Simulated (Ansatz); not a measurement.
The lowest singlet and triplet of AlH (SMILES [AlH]); geometries from B3LYP-D3(BJ)/def2-TZVP, each state relaxed from the structure named, with no frequency check.
Singlet (charge 0, multiplicity 1):
```json
[
 {"atom": "Al", "x (Å)": "0.0000", "y (Å)": "0.0000", "z (Å)": "-0.1187"},
 {"atom": "H", "x (Å)": "0.0000", "y (Å)": "0.0000", "z (Å)": "1.5432"}
]
```
Triplet (charge 0, multiplicity 3):
```xyz
2

Al     0.00000     0.00000    -0.11473
H      0.00000     0.00000     1.49143
```

| level | gap E(singlet) − E(triplet), adiabatic (kcal/mol) | minus FCI/cc-pV(Q+d)Z | cost |
|---|---|---|---|
| R-HF/cc-pV(D+d)Z | -27.15 | 16.02 | - |
| U-HF/cc-pV(D+d)Z (spin-contaminated) | -27.37 | 15.81 | - |
| U-HF/cc-pV(T+d)Z (spin-contaminated) | -27.20 | 15.98 | - |
| U-PBE/def2-TZVPP | -39.07 | 4.10 | ×1 |
| R-PBE0/def2-TZVPP | -38.37 | 4.80 | ×1 |
| R-BHLYP/def2-TZVPP | -43.09 | 0.09 | ×1 |
| U-wB97X-V/def2-TZVPP | -44.39 | -1.21 | ×4 |
| R-SCS-MP2/cc-pV(D+d)Z | -41.60 | 1.58 | - |
| U-SCS-MP2/cc-pV(D+d)Z (spin-contaminated) | -39.33 | 3.85 | - |
| R-SCS-MP2/cc-pV(Q+d)Z | -44.29 | -1.11 | - |
| U-CCSD/cc-pV(T+d)Z (spin-contaminated) | -43.35 | -0.18 | - |
| U-CCSD(T)/cc-pV(D+d)Z (spin-contaminated) | -42.78 | 0.39 | ×1 |
| U-CCSD(T)/cc-pV(T+d)Z (spin-contaminated) | -43.37 | -0.19 | ×2 |
| R-CCSDT(Q)/cc-pV(T+d)Z | -43.28 | -0.10 | ×10 |
| R-CCSDT(Q)/cc-pV(Q+d)Z | -43.15 | 0.03 | ×80 |
| SA-CASSCF(4,5)/cc-pV(T+d)Z | -43.34 | -0.17 | - |
| SC-NEVPT2 on SA-CASSCF(4,5)/cc-pV(D+d)Z | -42.76 | 0.42 | - |
| SC-NEVPT2 on SA-CASSCF(4,5)/cc-pV(T+d)Z | -43.68 | -0.51 | - |
| FIC-MRCISD+Q on SA-CASSCF(4,5)/cc-pV(D+d)Z | -42.37 | 0.81 | - |
| FCI/cc-pV(Q+d)Z | -43.18 | 0.00 | ×100 |

 Full CI is exact for the correlated electrons in its own basis alone.

The rows run from -44.39 (U-wB97X-V/def2-TZVPP) to -27.15 kcal/mol (R-HF/cc-pV(D+d)Z). In cc-pV(T+d)Z (spin-contaminated) the value moves U-HF -27.20, U-CCSD -43.35, U-CCSD(T) -43.37, a shift of -16.17 from U-HF to U-CCSD(T). From cc-pV(D+d)Z (spin-contaminated) to cc-pV(T+d)Z (spin-contaminated) U-CCSD(T) changes by -0.58.

A positive gap puts the triplet lower; no zero-point energy. R- takes a restricted singlet. U- takes an unrestricted singlet (broken symmetry where lower, unprojected). The triplet is unrestricted in single-reference levels. Active spaces average the two states.

Correlated levels freeze the cores.

Doubts at one or more of the structures used: a restricted determinant that unrestricted orbitals would lower (R-HF/cc-pV(D+d)Z, R-SCS-MP2/cc-pV(D+d)Z, R-SCS-MP2/cc-pV(Q+d)Z, R-CCSDT(Q)/cc-pV(T+d)Z, R-CCSDT(Q)/cc-pV(Q+d)Z); T1 above 0.05 (U-CCSD/cc-pV(T+d)Z (spin-contaminated), U-CCSD(T)/cc-pV(D+d)Z (spin-contaminated), U-CCSD(T)/cc-pV(T+d)Z (spin-contaminated)).

Codes used: Ansatz (Gaussian orbitals). 

Costs are rough ratios of core time to R-PBE/def2-TZVPP (about 0.5 s over the structures, on one shared machine); a dash marks a level with no comparable run of its own.

Ansatz is a quantum-chemistry and plane-wave program.
